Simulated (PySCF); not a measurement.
# Electric field gradients and quadrupole coupling constants

Species: C₆H₇FN₂.
Numbering: `[N:1]#[C:2][CH2:3][CH2:4][C:5]1=[N:6][C@H:7]1[CH2:8][F:9]` (hydrogens: H10, H11 on C3; H12, H13 on C4; H14 on C7; H15, H16 on C8)

Geometry (GFN2-xTB, Å), atoms numbered from 1 in this order:
```xyz
16
C6H7FN2 angstrom
N     -3.711    2.233   -0.283
C     -2.959    1.381   -0.407
C     -1.995    0.319   -0.540
C     -0.845    0.505    0.463
C      0.122   -0.580    0.377
N      0.452   -1.669   -0.154
C      1.396   -1.100    0.863
C      2.686   -0.492    0.379
F      2.809    0.802    0.850
H     -1.608    0.319   -1.562
H     -2.494   -0.638   -0.366
H     -1.233    0.541    1.487
H     -0.324    1.452    0.287
H      1.431   -1.591    1.829
H      2.707   -0.431   -0.714
H      3.558   -1.041    0.745
```

Field gradients from the PBE0/pcSseg-1 density (PySCF, non-relativistic), principal values in atomic units, ordered |Vxx| ≤ |Vyy| ≤ |Vzz|:

```
atom     Vxx     Vyy      Vzz
  N1  0.4738  0.5047  -0.9785
  N6  0.2543  0.4337  -0.6880
```

Q: Find the asymmetry η = (Vxx − Vyy)/Vzz and the couplings χ = eQV/h (234.96 MHz × Q in barn × V in au), with Q(14N) = 0.02044 b.

A: 
```tsv
atom	environment	nucleus	η	χzz (MHz)	χxx (MHz)	χyy (MHz)
N1	nitrile nitrogen	14N	0.03	-4.699	2.276	2.424
N6	C=N nitrogen	14N	0.26	-3.304	1.221	2.083
```

The gradient is axial or nearly so (η below 0.05) at N1. 

Q: What is Vzz at N6 in SI units (1 au = 9.71736 × 10²¹ V/m²)?

A: -0.6880 au = -6.686 × 10²¹ V/m².

Q: And the gradient at the other heavy atoms, for which no coupling is worked out here?

A: 
```csv
atom,environment,Vzz (au),η
C2,nitrile carbon,-0.390,0.01
C3,sp3 carbon next to a nitrile,0.167,0.65
C4,chain CH2 carbon,0.123,0.77
C5,C=N carbon,0.413,0.73
C7,sp3 carbon bound to nitrogen,0.302,0.23
C8,sp3 C–F carbon,0.535,0.18
F9,alkyl fluorine,3.076,0.03
```

Q: What couplings would deuterons (Q(2H) = 0.00286 b) have in place of the hydrogens, at this geometry?

A: 
```tsv
atom	bonded to	bond length (Å)	Vzz (au)	η	χzz (kHz)
H10	C3	1.093	0.2941	0.04	198
H11	C3	1.094	0.2934	0.04	197
H12	C4	1.096	0.2909	0.04	195
H13	C4	1.096	0.2893	0.04	194
H14	C7	1.084	0.3151	0.10	212
H15	C8	1.095	0.2857	0.06	192
H16	C8	1.093	0.2909	0.06	195
```

Isolated species at its GFN2-xTB geometry (one conformer only). GFN2-xTB bond lengths can be off by several hundredths of an ångström, more for odd bonds, and the gradients follow them. With so small a basis the couplings can be 20 % off.

These values come from a run that also computed NMR shieldings. Hardware: AMD EPYC 9R14, one thread, shared host with 64 logical CPUs at a one-minute load of 7.5. Cost: 18 s wall, 0.83 GiB resident at most.
